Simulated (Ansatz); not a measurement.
Molecule: dibromoborinic acid, sum formula HBOBr2 (charge 0, singlet). SMILES: OB(Br)Br
Coordinates optimised at B3LYP-D3(BJ)/def2-TZVP (Ansatz, an electronic-structure program):
```xyz
5

O     -1.7869    -0.8715     0.1166
B     -0.5858    -0.2858     0.0382
Br    -0.3974     1.6383     0.1731
Br     0.9616    -1.3908    -0.2122
H     -2.5220    -0.2592     0.2425
```
Charge 0, spin multiplicity 1.

Wanted: atomisation energy (electronic, to ground-state atoms), in kJ/mol. Cores are frozen in the correlated levels unless marked. UHF or UKS for open shells. Spin-orbit coupling is left out. The frozen core is the preceding noble-gas configuration, with the filled d and f shells of earlier blocks. Non-relativistic. The coupled-cluster limit lacks core correlation, which all-electron functionals hold. CBS(X,Y): correlation extrapolated as X^-3; Hartree-Fock from the larger set (for Q and 5 zeta extrapolated as (X+1)exp(-9√X)).

```tsv
level	program	atomisation energy (kJ/mol)
PBE0-D4/def2-TZVP	Ansatz + dftd4	1815.4
RPA@PBE/cc-pVTZ	Ansatz	1606.8
SCS-MP2/STO-3G	Ansatz	1715.3
CCSD/STO-3G	Ansatz	1709.3
CCSD(T)/CBS(cc-pVQZ,cc-pV5Z)	Ansatz	(withheld)
```

Problem. Fill in the missing entries.

Solution. 
- CCSD(T)/CBS(cc-pVQZ,cc-pV5Z), atomisation energy (kJ/mol): 1796.4
